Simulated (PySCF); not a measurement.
Electronic structure of Pd³¹⁺ (palladium, charge +31) at the UHF level

Configuration: [Ne] 3s2 3p3, high-spin 4S determinant. All numbers are calculated (PySCF 2.14, scalar relativity by spin-free X2C-1e, in an even-tempered Gaussian basis (18 s from 4.7 bohr⁻², ratio 2.5; 12 p from 6.1 bohr⁻², ratio 2.5; 5 d from 26 bohr⁻², ratio 2.7; 4 f from 38 bohr⁻², ratio 2.7)).

| Property | Result |
| --- | --- |
| Total energy | -4316.623538 hartree |
| One-electron energy | -4903.1329 hartree |
| Hartree (Coulomb) energy | 678.1538 hartree |
| Exchange energy | -91.6444 hartree |
| ⟨S²⟩ | 3.7501 |
| ⟨L²⟩ | 0.000 |
| Sum of ⟨r⟩ | 2.701 bohr |
| Sum of ⟨r²⟩ | 0.7792 bohr² |

```tsv
shell	electrons	mean orbital energy (hartree)	rms radius, mean of both spins (bohr)
1s α	1	-960.32512	0.0365
1s β	1	-959.88940	0.0365
2s α	1	-192.66952	0.147
2s β	1	-192.38160	0.147
2p α	3	-179.07476	0.131
2p β	3	-178.53517	0.131
3s α	1	-73.58343	0.360
3s β	1	-71.82550	0.360
3p α	3	-68.86994	0.352
```

Spin-orbit coupling is strong in this species (close to jj coupling), so the high-spin LS determinant is a model state, not a physical level.

Densities and radii are taken from the X2C orbitals without a picture-change correction, which distorts them close to the nucleus.

Spin-orbit constants ζ (cm⁻¹) from the X2C one-electron operator on these orbitals: bare nucleus, nucleus screened by l(l+1)(2l+1)/3 electrons, and screened by the Breit-Pauli mean field of the electrons.

| shell | bare | screened nucleus | mean field |
| --- | --- | --- | --- |
| 2p | 885300 | 846800 | 830800 |
| 3p | 206800 | 197800 | 194200 |
